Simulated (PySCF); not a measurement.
An unknown shows these calculated signals:

$^{1}$H NMR (500 MHz, computed): δ 5.33 (m, 1H), 4.58 (m, 1H), 4.57 (m, 1H), 2.79 (s, 3H), 2.02 (s, 3H), -0.11 (br s, 1H).

$^{13}$C{$^{1}$H} NMR (computed): δ 183.3 (C), 153.7 (C), 31.9 (CH3), 15.4 (CH3).

[PySCF 2.14: NMR shieldings at PBE0/pcSseg-1/GIAO; geometry: GFN2-xTB; non-relativistic Hamiltonian; single conformer; isolated molecule; equivalent nuclei averaged]

Shifts are taken against calculated references (same method and geometry level): TMS for $^{1}$H (σref 31.72), $^{13}$C (σref 186.93).

Question: Which of these does the molecule contain: a Si–H bond, a tert-butyl group, a ketone, a heteroaromatic ring, an NH or NH2 group, a non-aromatic C=C double bond?

Answer: 
- A Si–H bond: yes (δH 5.33 (m)).
- A tert-butyl group: no.
- A ketone: no.
- A heteroaromatic ring: no.
- An NH or NH2 group: yes (δH -0.11 (br s)).
- A non-aromatic C=C double bond: yes.

The data belong to SMILES CN[Si@@H]1[SiH2]C(F)=C1C, C$_{4}$H$_{10}$FNSi$_{2}$; they needn't prove each group on their own.

Carbon signals by region: 1 in the far downfield region (above 160 ppm), 1 in the sp2 and nitrile region (100–160 ppm), 2 below 50 ppm. Above 160 ppm: 183.3, fully substituted alkene carbon.

OH/NH shifts are gas-phase values; hydrogen bonding in solution moves them, usually downfield. Splittings by $^{19}$F in the carbon and heteronuclear signals aren't shown, as no couplings were computed. Shifts are as computed. Against solution values, carbons near 30 ppm lie about +3 ppm off and those near 130 ppm about +5 ppm. Of 1309 compounds with measured shifts, 239 miss one by over three times the rms of a fit or turn the order of signals round; such compounds aren't used in these exercises. Multiplicities follow the n + 1 count of equivalent neighbours, as no J values were calculated; m marks all less simple cases, F and P coupling included.
